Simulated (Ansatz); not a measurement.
Geometry optimisation, Ansatz 0.2.0, RKS PBE/def2-SVP.

Input:

```yaml
crystal:
  periodic: [false, false, false]
  atoms:
    - { symbol: O, position_ang: [-2.0395, 0.4624, -0.6041] }
    - { symbol: Sn, position_ang: [-0.2202, 0.9531, -0.1471] }
    - { symbol: Al, position_ang: [1.003, -1.2314, 0.6253] }
    - { symbol: H, position_ang: [-1.9347, -0.2335, -1.2594] }
    - { symbol: H, position_ang: [0.5958, 1.6118, -1.567] }
    - { symbol: H, position_ang: [-0.2052, 2.1498, 1.1474] }
    - { symbol: H, position_ang: [2.27035, -1.7917, -0.11014] }
    - { symbol: H, position_ang: [0.42162, -2.05686, 1.95344] }
basis:
  gaussian: { orbitals: def2-SVP }
hamiltonian:
  xc: pbe
relax:
  f_tol: 0.015
  max_steps: 40
```

Command:

```bash
$ ansatz run input.yaml --threads 1 --pin off --max-ram 2048MiB --backend cpu --events-out ev --progress --plain --runs-dir out
```

Q: Where does it end, and by what steps?

A: The run converged. The force dipped under the threshold on the way, but the program's further checks kept it going. After 34 steps the energy has fallen by 0.292 eV; H4 moved furthest, 0.98 Å.

| step | energy less start (eV) | largest force component (eV/Å) | accepted |
| --- | --- | --- | --- |
| 0 | 0.0000 | 2.372 | yes |
| 2 | -0.2538 | 0.541 | yes |
| 4 | -0.2162 | 0.445 | no |
| 6 | -0.2619 | 0.026 | yes |
| 8 | -0.2075 | 2.106 | no |
| 10 | -0.2592 | 0.618 | no |
| 12 | -0.2623 | 0.008 | yes |
| 14 | -0.2629 | 0.136 | yes |
| 16 | -0.2051 | 2.197 | no |
| 18 | -0.2678 | 0.826 | no |
| 20 | -0.2756 | 0.182 | yes |
| 22 | -0.2825 | 0.062 | yes |
| 24 | -0.2858 | 0.088 | yes |
| 26 | -0.2874 | 0.037 | yes |
| 28 | -0.2894 | 0.040 | yes |
| 30 | -0.2908 | 0.070 | yes |
| 32 | -0.2913 | 0.042 | yes |
| 34 | -0.2917 | 0.005 | yes |

```xyz
8
Properties=species:S:1:pos:R:3
O -1.862 -0.015 -0.743
Sn -0.103 0.844 -0.179
Al 1.139 -1.337 0.760
H -2.392 0.630 -1.250
H 0.582 1.616 -1.587
H -0.470 2.119 0.957
H 2.401 -1.955 -0.012
H 0.596 -2.039 2.093
```

Whether the end is a true minimum wasn't checked by a vibrational analysis.

The run took 78 s on 1 CPU thread of a shared host.
